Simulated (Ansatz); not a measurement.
Stepwise reaction of `C[O][Ge][O]C` with hydrogen, as a gas-phase model of exchange steps in deposition or etching. ΔE in kJ/mol; ΔG adds harmonic PBE0-D4 terms to CCSD(T)/CBS, at 1 bar.

Program: Ansatz. Geometries: PBE0-D4/def2-TZVP. ΔE: electronic, gas phase. CCSD(T)/CBS adds triple-zeta CCSD(T) − MP2 to the extrapolated MP2 energy (def2 sets, frozen cores). This one scheme is used for every species. Functionals use def2-TZVPP. B3LYP here is the variant with VWN-RPA as its local correlation; programs differ in this. For Ge outer-core shells are correlated without core-valence functions, which leaves a few kJ/mol of doubt a bond. Scalar relativity is left out up to krypton. Each species was taken in one conformer, which may not be the lowest.

```tsv
step	reaction	PBE-D4	B3LYP-D4	ωB97M-V	CCSD(T)/CBS	ΔG(400 K)
1	`C[O][Ge][O]C` + H₂ → `C[O][GeH]` + CH₃OH	91.3	92.5	89.0	91.8	90.7
```

Task: Give the row of step 2, `C[O][GeH]` + H₂ → `[GeH2]` + CH₃OH. (An estimate is asked.)

Result: Computed: 
```json
{"step": "2", "reaction": "`C[O][GeH]` + H₂ → `[GeH2]` + CH₃OH", "PBE-D4": "84.4", "B3LYP-D4": "81.2", "ωB97M-V": "74.6", "CCSD(T)/CBS": "77.2", "ΔG(400 K)": "72.4"}
```

Task: By hand: ΔE of the 2 steps together at CCSD(T)/CBS.

Result: (91.8) + (77.2) = 169.0 kJ/mol, or 84.5 kJ/mol a step.

In ΔE each step is lower than the one before. All are uphill at CCSD(T)/CBS. ΔG lies between 72.4 and 90.7 kJ/mol a step. PBE-D4 differs from CCSD(T)/CBS by -0.5 to 7.2 kJ/mol a step. Isolated molecules leave out the surface, adducts and barriers. Largest T1 diagnostic: 0.016.
